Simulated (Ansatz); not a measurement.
Geometry optimisation, UKS r2SCAN-D4/STO-3G (Ansatz).

Input:

```yaml
crystal:
  periodic: [false, false, false]
  atoms:
    - { symbol: C, position_ang: [-0.7448, -1.367, 0.5067] }
    - { symbol: "N", position_ang: [-0.0161, -0.4021, 1.3122] }
    - { symbol: Al, position_ang: [0.524, 1.1091, 0.2494] }
    - { symbol: B, position_ang: [1.6591, 1.619, -1.5886] }
    - { symbol: S, position_ang: [0.133, 2.7207, -1.0296] }
    - { symbol: H, position_ang: [-1.6976, -0.8057, 0.081] }
    - { symbol: H, position_ang: [-0.145, -1.7209, -0.3309] }
    - { symbol: H, position_ang: [-1.0832, -2.1612, 1.1142] }
    - { symbol: H, position_ang: [-0.6362, -0.0098, 2.1039] }
    - { symbol: H, position_ang: [2.0899, 0.9666, -2.4152] }
magnetization:
  spin_polarized: true
basis:
  gaussian: { orbitals: STO-3G }
hamiltonian:
  xc: r2scan
  dispersion: d4
relax:
  f_tol: 0.02
  max_steps: 50
```

Launched with:

```bash
$ ansatz run input.yaml --threads 1 --pin off --max-ram 2048MiB --backend cpu --events-out ev --progress --plain --runs-dir out
```

Task: Where does it end, and by what steps?

Result: The run converged. The force dipped under the threshold on the way, but the program's further checks kept it going. Limits of this set-up: minimal basis. After 22 steps the energy has fallen by 3.170 eV; S5 moved furthest, 1.12 Å.

| step | energy less start (eV) | largest force component (eV/Å) | accepted |
| --- | --- | --- | --- |
| 0 | 0.0000 | 6.368 | yes |
| 1 | -1.9853 | 1.973 | yes |
| 2 | -2.5468 | 1.700 | yes |
| 3 | -2.7357 | 0.719 | yes |
| 4 | -2.8544 | 0.705 | yes |
| 5 | -2.9403 | 0.890 | yes |
| 6 | -3.0128 | 1.003 | yes |
| 7 | -3.0917 | 0.648 | yes |
| 8 | -3.1401 | 0.375 | yes |
| 9 | -3.1078 | 1.213 | no |
| 10 | -3.1571 | 0.156 | yes |
| 11 | -3.1633 | 0.079 | yes |
| 12 | -3.1638 | 0.249 | yes |
| 13 | -3.1667 | 0.068 | yes |
| 14 | -3.1684 | 0.055 | yes |
| 15 | -3.1683 | 0.155 | no |
| 16 | -3.1675 | 0.187 | no |
| 17 | -3.1689 | 0.017 | yes |
| 18 | -3.1683 | 0.167 | no |
| 19 | -3.1693 | 0.040 | yes |
| 20 | -3.1695 | 0.055 | yes |
| 21 | -3.1697 | 0.028 | yes |
| 22 | -3.1698 | 0.015 | yes |

```xyz
10
Properties=species:S:1:pos:R:3
C -0.905 -1.531 0.695
N -0.511 -0.106 0.727
Al 0.504 0.713 -0.419
B 1.618 1.656 -1.627
S 1.051 2.786 -0.391
H -1.999 -1.672 0.563
H -0.404 -2.036 -0.148
H -0.619 -2.071 1.622
H -0.967 0.375 1.528
H 2.316 1.836 -2.546
```

Run time: 2.8 min on 1 thread of Arm Neoverse V1, with other jobs on the host, peak memory 0.25 GiB.
